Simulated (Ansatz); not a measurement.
Basis-set extrapolation for C₂H₈BClSi, SMILES `CBC([SiH3])Cl` (PBE0-D4/def2-TZVP geometry, frozen core, the Gaussian-basis code of Ansatz). Multiplicity 1, RHF reference.

```
                      def2-TZVPP   def2-QZVPP
                 HF  -853.567979  -853.594697
    MP2 correlation    -0.768036    -0.825214
CCSD(T) correlation    -0.870176      not run
```

Energies in hartree. Use E(X) = E(∞) + A·exp(−7.88·√X) for Hartree–Fock and E(X) = E(∞) + B·X^(−2.97) for correlation, with X = 3 and 4, and add CCSD(T) minus MP2 of the smaller set to the MP2 limit.

**Question.** What is the CCSD(T) energy at the basis-set limit?

**Answer.** HF limit: -853.594697 + (-0.026718) × 0.13774 = -853.59838. MP2 limit: -0.825214 + (-0.057178) × 0.74074 = -0.86757. Higher-order term: -0.870176 − (-0.768036) = -0.10214. Total: -854.56809 hartree, 341.1 kJ/mol below CCSD(T)/def2-TZVPP.
